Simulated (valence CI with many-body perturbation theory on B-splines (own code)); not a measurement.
## E1 transitions of Ag41+

Method: configuration interaction combined with many-body perturbation theory (CI+MBPT): four valence electrons over a frozen Dirac-Fock core [He], a basis of 11 s, 11 p, 9 d, 7 f, 5 g, 2 h, 1 i functions for each j, with the one-electron correlation potential Σ1 (screened to all orders), the two-electron term Σ2, the three-electron term Σ3, Breit, model QED; selected single and double excitations, second order for the rest (own B-spline code, finite nucleus).

No measured spectrum was set against this ion. As an estimate, large intervals hold to a few tenths of a per cent, small ones and those within an open d or f shell to about a per cent. Among the levels kept, up to 290 cm⁻¹ of a level comes from second order outside the variational space, and about a tenth of that is noise between levels of different J, which matters for small intervals.

Lines 151 to 200 of 244 in falling wavelength, among levels below 33984 × 10³ cm⁻¹, chosen from the strongest by gf and those to the six lowest levels. Wavelengths and rates use the calculated energies. Electric multipoles are in the length gauge, E1 and E2 with the static RPA response of the core. Weak lines are less certain than strong ones. Lines between different terms over intervals too small for the method are left out, as are lines whose strength nearly cancels. The highest levels of a list are the least certain.

Levels are named by their leading jj configuration (3d3/2^4 stands for four electrons in 3d with j = 3/2), which in mixed levels can hold well under half, so a name can repeat and another be missing. Letters in brackets count levels of one name in rising energy.

| λ vac (nm) | Upper | Lower | A (s⁻¹) | S (a.u.) with core polarisation | S without |
| --- | --- | --- | --- | --- | --- |
| 0.3371 | (2s 2p1/2 2p3/2 3s) J=3 | (2s 2p1/2^2 2p3/2) J=2 | 1.29e+12 | 1.70e-04 | 1.72e-04 |
| 0.3370 | (2s 2p1/2^2 3d5/2) J=2 | (2s 2p1/2^2 2p3/2) J=2 | 4.26e+12 | 4.02e-04 | 4.02e-04 |
| 0.3367 | (2s^2 2p1/2 3d5/2) J=2 | (2s^2 2p1/2 2p3/2) J=1 | 2.05e+14 | 1.93e-02 | 1.94e-02 |
| 0.3365 | (2s^2 2p1/2 3s) J=1 | (2s^2 2p1/2^2) J=0 | 9.09e+12 | 5.13e-04 | 5.11e-04 |
| 0.3364 | (2s 2p1/2 2p3/2 3d5/2) J=3 [b] | (2s 2p1/2 2p3/2^2) J=2 [a] | 5.19e+13 | 6.83e-03 | 6.83e-03 |
| 0.3363 | (2s 2p1/2 2p3/2 3d5/2) J=2 [b] | (2s 2p1/2 2p3/2^2) J=2 [a] | 1.61e+13 | 1.51e-03 | 1.51e-03 |
| 0.3362 | (2s^2 2p3/2 3s) J=2 | (2s^2 2p1/2 2p3/2) J=2 | 1.56e+12 | 1.46e-04 | 1.45e-04 |
| 0.3361 | (2s^2 2p3/2 3d5/2) J=3 | (2s^2 2p3/2^2) J=2 | 3.72e+14 | 4.89e-02 | 4.89e-02 |
| 0.3359 | (2s 2p1/2 2p3/2 3s) J=2 [b] | (2s 2p1/2^2 2p3/2) J=2 | 2.66e+12 | 2.49e-04 | 2.48e-04 |
| 0.3358 | (2s 2p1/2^2 3p1/2) J=0 | (2s^2 2p1/2 2p3/2) J=1 | 2.55e+12 | 4.76e-05 | 4.75e-05 |
| 0.3358 | (2s^2 2p3/2 3s) J=1 | (2s^2 2p1/2 2p3/2) J=2 | 7.43e+12 | 4.17e-04 | 4.15e-04 |
| 0.3357 | (2s^2 2p3/2 3d5/2) J=1 | (2s^2 2p3/2^2) J=2 | 1.58e+13 | 8.83e-04 | 8.84e-04 |
| 0.3356 | (2s 2p1/2^2 3p1/2) J=1 | (2s^2 2p1/2 2p3/2) J=1 | 7.81e+12 | 4.37e-04 | 4.37e-04 |
| 0.3349 | (2s^2 2p3/2 3s) J=2 | (2s^2 2p1/2 2p3/2) J=1 | 1.16e+12 | 1.07e-04 | 1.09e-04 |
| 0.3349 | (2s 2p1/2 2p3/2 3p3/2) J=3 [a] | (2s^2 2p3/2^2) J=2 | 5.23e+12 | 6.79e-04 | 6.79e-04 |
| 0.3345 | (2s^2 2p3/2 3s) J=1 | (2s^2 2p1/2 2p3/2) J=1 | 3.55e+12 | 1.97e-04 | 1.96e-04 |
| 0.3336 | (2s 2p1/2 2p3/2 3p3/2) J=2 [a] | (2s^2 2p3/2^2) J=2 | 2.03e+12 | 1.86e-04 | 1.86e-04 |
| 0.3334 | (2s 2p1/2 2p3/2 3p1/2) J=2 [c] | (2s^2 2p3/2^2) J=2 | 9.41e+11 | 8.61e-05 | 8.60e-05 |
| 0.3334 | (2s 2p1/2 2p3/2 3p1/2) J=1 [b] | (2s^2 2p3/2^2) J=2 | 1.83e+12 | 1.00e-04 | 1.00e-04 |
| 0.3328 | (2s 2p1/2 2p3/2 3s) J=2 [c] | (2s 2p1/2^2 2p3/2) J=2 | 5.38e+11 | 4.89e-05 | 4.89e-05 |
| 0.3319 | (2s 2p1/2 2p3/2 3p3/2) J=2 [b] | (2s^2 2p3/2^2) J=2 | 1.35e+12 | 1.22e-04 | 1.22e-04 |
| 0.3310 | (2s 2p1/2 2p3/2 3p3/2) J=3 [b] | (2s^2 2p3/2^2) J=2 | 1.60e+12 | 2.00e-04 | 2.00e-04 |
| 0.3302 | (2s 2p1/2^2 3p3/2) J=2 | (2s^2 2p1/2 2p3/2) J=1 | 3.68e+12 | 3.27e-04 | 3.28e-04 |
| 0.3284 | (2s 2p1/2 2p3/2 3p3/2) J=2 [c] | (2s^2 2p3/2^2) J=2 | 7.06e+11 | 6.17e-05 | 6.17e-05 |
| 0.3282 | (2s 2p1/2 2p3/2 3p3/2) J=3 [c] | (2s^2 2p3/2^2) J=2 | 2.15e+12 | 2.63e-04 | 2.63e-04 |
| 0.3277 | (2s 2p1/2 2p3/2 3d3/2) J=2 [b] | (2s 2p1/2^2 2p3/2) J=1 | 2.83e+12 | 2.46e-04 | 2.46e-04 |
| 0.3276 | (2s 2p1/2 2p3/2 3d5/2) J=1 [a] | (2s 2p1/2^2 2p3/2) J=1 | 1.54e+13 | 8.04e-04 | 8.05e-04 |
| 0.3270 | (2s 2p1/2 2p3/2 3p3/2) J=1 [d] | (2s^2 2p3/2^2) J=2 | 8.50e+11 | 4.40e-05 | 4.40e-05 |
| 0.3263 | (2s 2p1/2 2p3/2 3d3/2) J=2 [a] | (2s 2p1/2^2 2p3/2) J=2 | 5.33e+13 | 4.57e-03 | 4.57e-03 |
| 0.3263 | (2s 2p1/2 2p3/2 3d5/2) J=2 [b] | (2s 2p1/2^2 2p3/2) J=1 | 9.50e+12 | 8.14e-04 | 8.15e-04 |
| 0.3262 | (2s 2p1/2 2p3/2 3d3/2) J=1 [a] | (2s 2p1/2^2 2p3/2) J=2 | 1.97e+13 | 1.01e-03 | 1.01e-03 |
| 0.3259 | (2s 2p1/2 2p3/2 3d3/2) J=3 [a] | (2s 2p1/2^2 2p3/2) J=2 | 7.44e+13 | 8.90e-03 | 8.91e-03 |
| 0.3254 | (2s 2p1/2 2p3/2 3d5/2) J=1 [b] | (2s 2p1/2^2 2p3/2) J=1 | 4.09e+13 | 2.09e-03 | 2.09e-03 |
| 0.3250 | (2s 2p1/2 2p3/2 3d5/2) J=0 | (2s 2p1/2^2 2p3/2) J=1 | 2.22e+13 | 3.75e-04 | 3.76e-04 |
| 0.3245 | (2s 2p3/2^2 3s) J=2 | (2s 2p1/2^2 2p3/2) J=1 | 1.79e+12 | 1.51e-04 | 1.51e-04 |
| 0.3243 | (2s 2p1/2 2p3/2 3d3/2) J=2 [c] | (2s 2p1/2^2 2p3/2) J=1 | 3.28e+12 | 2.76e-04 | 2.77e-04 |
| 0.3242 | (2s 2p1/2 2p3/2 3d3/2) J=1 [c] | (2s 2p1/2^2 2p3/2) J=1 | 3.15e+12 | 1.59e-04 | 1.59e-04 |
| 0.3239 | (2s 2p1/2 2p3/2 3d5/2) J=3 [a] | (2s 2p1/2^2 2p3/2) J=2 | 6.91e+13 | 8.11e-03 | 8.12e-03 |
| 0.3236 | (2s 2p1/2 2p3/2 3p1/2) J=1 [a] | (2s^2 2p1/2 2p3/2) J=2 | 3.79e+12 | 1.90e-04 | 1.90e-04 |
| 0.3234 | (2s 2p1/2 2p3/2 3d3/2) J=2 [d] | (2s 2p1/2^2 2p3/2) J=1 | 2.98e+14 | 2.49e-02 | 2.49e-02 |
| 0.3231 | (2s 2p1/2 2p3/2 3d3/2) J=2 [b] | (2s 2p1/2^2 2p3/2) J=2 | 2.55e+14 | 2.12e-02 | 2.13e-02 |
| 0.3231 | (2s 2p1/2 2p3/2 3d5/2) J=1 [a] | (2s 2p1/2^2 2p3/2) J=2 | 5.02e+12 | 2.51e-04 | 2.51e-04 |
| 0.3230 | (2s 2p1/2 2p3/2 3d3/2) J=3 [b] | (2s 2p1/2^2 2p3/2) J=2 | 1.20e+14 | 1.40e-02 | 1.40e-02 |
| 0.3230 | (2s 2p1/2 2p3/2 3p1/2) J=2 [a] | (2s^2 2p1/2 2p3/2) J=2 | 1.50e+13 | 1.25e-03 | 1.25e-03 |
| 0.3229 | (2s 2p1/2 2p3/2 3d3/2) J=1 [b] | (2s 2p1/2^2 2p3/2) J=2 | 3.08e+14 | 1.53e-02 | 1.54e-02 |
| 0.3224 | (2s^2 2p3/2 3d3/2) J=2 | (2s^2 2p1/2 2p3/2) J=2 | 9.02e+13 | 7.46e-03 | 7.47e-03 |
| 0.3224 | (2s 2p1/2 2p3/2 3p1/2) J=1 [a] | (2s^2 2p1/2 2p3/2) J=1 | 2.40e+13 | 1.19e-03 | 1.19e-03 |
| 0.3222 | (2s^2 2p3/2 3d3/2) J=3 | (2s^2 2p1/2 2p3/2) J=2 | 2.47e+14 | 2.85e-02 | 2.85e-02 |
| 0.3221 | (2s^2 2p1/2 3d3/2) J=1 | (2s^2 2p1/2^2) J=0 | 3.15e+14 | 1.56e-02 | 1.56e-02 |
| 0.3219 | (2s 2p1/2 2p3/2 3d5/2) J=3 [b] | (2s 2p1/2^2 2p3/2) J=2 | 7.72e+12 | 8.89e-04 | 8.90e-04 |
